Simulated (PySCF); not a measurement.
Species: C5H7NO.
Geometry (B3LYP/cc-pVDZ, Å), atoms numbered from 1 in this order:
```xyz
14
C5H7NO angstrom
C      2.747    0.400    0.394
C      1.540   -0.081    0.033
C      0.276    0.406    0.536
C     -0.962   -0.028    0.152
N     -1.259   -1.013   -0.767
C     -2.145    0.579    0.802
O     -3.288    0.300    0.488
H      2.842    1.225    1.106
H      3.670   -0.019   -0.011
H      1.507   -0.914   -0.679
H      0.305    1.189    1.300
H     -0.626   -1.130   -1.550
H     -2.243   -1.009   -1.029
H     -1.917    1.323    1.603
```

Theory: B3LYP/cc-pVDZ geometry optimisation, gas phase in PySCF.

Take the most abundant isotopes and a rigid rotor. The values belong to one conformer with, in the numbering `[CH2:1]=[CH:2]/[CH:3]=[C:4](\[NH2:5])[CH:6]=[O:7]`, C1–C2–C3–C4 177°, C3–C4–C6–O7 177°.

Task: Give the principal moments of inertia and the rotational constants in MHz.

Result: Ia = 61.41, Ib = 390.18, Ic = 451.00 u·Å²; 505379 MHz·u·Å²/I gives A = 8230, B = 1295, C = 1121 MHz.

Task: What kind of rotor is it?

Result: A near-prolate asymmetric top: κ = (2 × 1295 − 8230 − 1121)/(8230 − 1121) = -0.95.

Task: What does the inertial defect say?

Result: Not planar: Δ = Ic − Ia − Ib = -0.60 u·Å². For a rigid frame Δ = −2 Σ m c², so Σ m c² = 0.30 u·Å² lies off the ab plane: 0.23 from hydrogen and 0.07 from heavier atoms. The atom farthest from that plane is 0.42 Å away.

Task: Give the other two planar moments, Paa and Pbb, and the rms extents of the mass along the axes.

Result: Paa = Σ m a² = (Ib + Ic − Ia)/2 = 389.88 and Pbb = Σ m b² = (Ia + Ic − Ib)/2 = 61.11 u·Å². With the mass M = 97.05 u, the rms extents √(P/M) along a, b and c are 2.00, 0.79, 0.06 Å.

Task: List the rotational levels J(Ka,Kc) to J = 5 (cm⁻¹).

Result: Above 0(0,0):
J = 1: 1(0,1) 0.0806, 1(1,1) 0.3119, 1(1,0) 0.3177
J = 2: 2(0,2) 0.2416, 2(1,2) 0.4672, 2(1,1) 0.4847, 2(2,1) 1.1786, 2(2,0) 1.1787
J = 3: 3(0,3) 0.4830, 3(1,3) 0.7002, 3(1,2) 0.7351, 3(2,2) 1.4204, 3(2,1) 1.4209, 3(3,1) 2.5916, 3(3,0) 2.5916
J = 4: 4(0,4) 0.8042, 4(1,4) 1.0106, 4(1,3) 1.0689, 4(2,3) 1.7426, 4(2,2) 1.7443, 4(3,2) 2.9141, 4(3,1) 2.9141, 4(4,1) 4.5535, 4(4,0) 4.5535
J = 5: 5(0,5) 1.2050, 5(1,5) 1.3985, 5(1,4) 1.4859, 5(2,4) 2.1453, 5(2,3) 2.1491, 5(3,3) 3.3174, 5(3,2) 3.3174, 5(4,2) 4.9566, 5(4,1) 4.9566, 5(5,1) 7.0644, 5(5,0) 7.0644
Those of J = 1 are B + C, A + C and A + B.

Task: Which lines would a microwave search look for?

Result: The dipole components are |μa| = 2.09 D, |μb| = 0.73 D, |μc| = 0.82 D. Intensities carry the squares of the components, which stand as 1.00 : 0.12 : 0.15 (a : b : c). Some lines, for components of 0.1 D or more:

| type | branch | J(Ka,Kc) | MHz | lower level (cm⁻¹) |
| --- | --- | --- | --- | --- |
| b | R | 3(0,3) ← 2(1,2) | 471 | 0.467 |
| a | R | 1(0,1) ← 0(0,0) | 2416 | 0.000 |
| a | R | 2(1,2) ← 1(1,1) | 4657 | 0.312 |
| a | R | 2(0,2) ← 1(0,1) | 4828 | 0.081 |
| c | Q | 2(1,2) ← 2(0,2) | 6763 | 0.242 |
| a | R | 3(1,3) ← 2(1,2) | 6983 | 0.467 |
| b | Q | 1(1,0) ← 1(0,1) | 7109 | 0.081 |
| a | R | 3(0,3) ← 2(0,2) | 7234 | 0.242 |
| b | Q | 2(1,1) ← 2(0,2) | 7287 | 0.242 |
| b | Q | 3(1,2) ← 3(0,3) | 7560 | 0.483 |
| b | R | 1(1,1) ← 0(0,0) | 9350 | 0.000 |
| c | R | 1(1,0) ← 0(0,0) | 9525 | 0.000 |
| b | Q | 2(2,0) ← 2(1,1) | 20807 | 0.485 |
| b | R | 2(2,1) ← 1(1,0) | 25810 | 0.318 |
| c | R | 3(2,1) ← 2(1,1) | 28067 | 0.485 |
| c | R | 3(2,2) ← 2(1,2) | 28575 | 0.467 |
| b | R | 3(2,1) ← 2(1,2) | 28591 | 0.467 |
| b | R | 3(3,1) ← 2(2,0) | 42355 | 1.179 |
| c | R | 3(3,0) ← 2(2,0) | 42355 | 1.179 |
| b | R | 3(3,0) ← 2(2,1) | 42359 | 1.179 |

Not checked by B3LYP/cc-pVDZ frequencies. These are rigid-rotor constants of the computed structure; measured ground-state constants (B0) also hold zero-point vibration. A rigid rotor knows nothing of inversion at nitrogen, which can split or shift real lines. Quadrupole hyperfine structure (14N) is left out.
